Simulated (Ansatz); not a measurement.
**Energy profile**

The step: AlH₂Cl₃O₂ ([OH][OH][Al]([Cl])([Cl])[Cl]) → AlH₂Cl₃O₂ ([Cl][Al]1([Cl])([ClH])[O][OH]1); bonds formed: Al1–O7, Cl2–H5; dative contacts that become bonds: Al1–O6; bonds broken: H5–O6; bonds weakened to dative contacts: Al1–Cl2 (atoms numbered as in the saddle structure below).

Al1  (-0.367, -0.785, -0.178)
Cl2  (-2.079, 0.922, -0.614)
Cl3  (-0.046, -1.827, -1.954)
Cl4  (-1.017, -1.823, 1.504)
H5  (-1.003, 1.513, -0.094)
O6  (0.518, 0.725, 0.051)
O7  (1.631, 0.482, 0.918)
H8  (2.361, 0.793, 0.368)
(Å)

Electronic energies by CCSD(T) at an estimated basis limit (MP2 extrapolated from triple and quadruple zeta, plus CCSD(T) − MP2 in triple zeta), on PBE0-D4/def2-TZVP structures; AlH2Cl3O2, closed shell; no counterpoise correction. Computed with Ansatz 0.2.0 (basis: def2-TZVPP and def2-QZVPP); correlated methods freeze the cores. Extrapolation: Hartree–Fock as exp(−7.88 √X), correlation as X^−2.97.

Q: Give the profile in kJ/mol, counted from the separated reactants. (To be estimated.)

A: Computed:
```csv
point,kJ/mol
"separated: AlCl3 (linked as [Cl][Al]([Cl])[Cl]; Al1, Cl2, Cl3, Cl4; singlet) + H2O2 (linked as [OH][OH]; H5, O6, O7, H8; singlet)",0.0
start structure,-109.4
saddle,7.7
end structure,-21.4
"separated: AlHCl2O2 (linked as [Cl][Al]1([Cl])[O][OH]1; Al1, Cl3, Cl4, O6, O7, H8; singlet) + HCl (Cl2, H5; singlet)",7.6
```

T1 diagnostic: at most 0.013.

For scale, one of the runs: CCSD(T)/def2-TZVPP, 258 basis functions, launched by `ansatz run in.yaml --threads 8 --pin off --events-out ev --progress --plain --max-ram 19148MiB`. Time: 2.4 min of wall clock on 8 CPU threads of an Intel Xeon; the host was shared. Peak host memory: 5.6 GiB.
